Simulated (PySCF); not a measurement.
# Correlation energy of Cl (chlorine, neutral)

[Ne] 3s1 3p6, 2S determinant (an excited configuration). Computed with PySCF 2.14 in aug-cc-pVDZ-DK, with the spin-free X2C one-electron Hamiltonian (Gaussian nucleus). Frozen: [Ne]; 7 electrons correlated.

```tsv
level	correlation energy (mhartree)
CCSD	-276.77
(T)	-17.03
CCSD(T)	-293.80
CCSDT	-292.62
```

Diagnostics: T1 = 0.019, D1 = 0.0372, largest double amplitude 0.215.

Is a single reference adequate?

Not fully. A double-excitation amplitude exceeds 0.15, a sign of near-degeneracy.
